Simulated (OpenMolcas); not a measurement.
Ho III: effect of the active space

```json
{
  "Program": "OpenMolcas 26.06",
  "Method": "CASSCF or its RAS form",
  "Basis": "ANO-RCC-VDZP",
  "Scalar Hamiltonian": "DKH2, point nucleus",
  "Spin-orbit coupling": "state interaction with AMFI integrals over the reference wave functions, term energies averaged over their components"
}
```

A. 11 electrons in 7 orbitals (4f); 2S+1 = 4 odd, 35 roots; 2S+1 = 2 odd, 112 roots (96 in the spin-orbit step); cost about 60 core-seconds
B. 11 electrons in 12 orbitals (RAS2 4f; RAS3 5d, at most 1 electron); 2S+1 = 4 odd, 35 roots (21 in the spin-orbit step); 2S+1 = 2 odd, 112 roots (11 in the spin-orbit step); 2S+1 = 6 even, 175 roots (105 in the spin-orbit step); 2S+1 = 4 even, 117 roots kept (CI in the orbitals of an earlier block); 2S+1 = 2 even, 124 roots kept (CI in the orbitals of an earlier block, 32 in the spin-orbit step); cost roughly 9 core-minutes

Energies in cm-1 above 4f11 4I* 15/2, the measured ground level; measured values from Martin, Zalubas and Hagan, Atomic Energy Levels: The Rare-Earth Elements, NSRDS-NBS 60 (1978); whole-number values converted from NIST levels in rydberg listed in Nahar, Atoms 12, 24 (2024).

```json
{"Level": "4f11 4I* 15/2", "A": "0.0", "B": "0.0", "Measured": "0.0"}
{"Level": "4f11 4I* 13/2", "A": "5514", "B": "5128", "Measured": "5439"}
{"Level": "4f11 4I* 11/2", "A": "9050", "B": "8593", "Measured": "8644"}
{"Level": "4f11 4I* 9/2", "A": "11573", "B": "11335", "Measured": "10770"}
```

B puts 4f10 5d 6I 17/2 [71 %] lowest.

Deviations, from unrounded energies. A percentage is the sum of absolute deviations over the sum of measured energies, with the sign that they share, or ± where signs differ.

```
                  Against measurement  Levels     A     B
       mean absolute deviation (cm-1)       3   430   310
fine structure of the ground term (%)       3  +5.2  ±3.7
```

B lies closest to measurement on these levels. The largest miss of B in the table is 4f11 4I* 9/2, by +560 cm-1. The ranking rests on the paired levels alone, and a cruder setting can come out closer through cancelling errors.

The spin-orbit steps hold different terms of 4f11 (B lacks among others 2D*, 2F*, 2G*, a 2H*, 2I*), which shifts levels as well.

Between A and B the level of the table that moves most is 4f11 4I* 11/2, by 460 cm-1 (lowest in B, highest in A).

High states are left out of the spin-orbit mixing, which shifts the levels that they would mix with. Without dynamic correlation excited terms often stand tens of per cent too high (terms of higher spin than the ground term too low), and those without a measured partner can miss by more than the paired ones. The lowest computed level is not the ground level that NIST lists (4I*15/2) (holds for B). Measured partners are found by configuration, term and J. A level has none where our copy of the source lacks it or the pairing is in doubt (some pairs that miss far off the trend of their configuration count as doubtful), and it then counts in no deviation. Where the source uses jj or jK labels, the order within each J decides. Levels of configurations outside the active space are missing. Levels that lie high or do not pair safely by name in every column are left out.

A share in square brackets marks a mixed level and gives the weight of the term that names it, the lowest over the columns. * marks odd parity.
